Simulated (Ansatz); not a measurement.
`[SiH3][SiH2][S][GeH3]` and `N[SiH2][S][GeH3]` differ in one atom or group.

Ansatz, PBE0-D4/def2-TZVP geometries, multiplicity 1. Each molecule was computed in one conformer, which needn't be the lowest.

Scalar relativity is left out up to krypton.

| property | `[SiH3][SiH2][S][GeH3]` |
| --- | --- |
| LUMO energy (ωB97M-V/def2-TZVPP) / eV | 1.28 |
| size of the dipole moment (PBE/def2-TZVPP) / D | 1.06 |
| HOMO energy (PBE0/def2-TZVPP) / eV | -7.16 |
| HOMO energy (B3LYP/def2-TZVPP) / eV | -6.93 |
| HOMO–LUMO gap (ωB97M-V/def2-TZVPP) / eV | 10.51 |
| LUMO energy (PBE/def2-TZVPP) / eV | -1.32 |

Question: What does the change do to each property? (An estimate is asked.)

Answer: Ansatz gave: 
```csv
property,`N[SiH2][S][GeH3]`,shift
LUMO energy (ωB97M-V/def2-TZVPP) / eV,1.62,0.34
size of the dipole moment (PBE/def2-TZVPP) / D,0.80,-0.26
HOMO energy (PBE0/def2-TZVPP) / eV,-7.11,0.05
HOMO energy (B3LYP/def2-TZVPP) / eV,-6.87,0.06
HOMO–LUMO gap (ωB97M-V/def2-TZVPP) / eV,10.89,0.38
LUMO energy (PBE/def2-TZVPP) / eV,-0.95,0.37
```

With PBE0 the HOMO rises by 0.05 eV and the LUMO rises by 0.41 eV, so the gap widens by about 0.36 eV. PBE moves the HOMO by 0.13 eV and ωB97M-V by -0.04 eV. Dipoles are sizes alone; their direction can turn.

B3LYP here is the variant with VWN-RPA as its local correlation; programs differ in this.
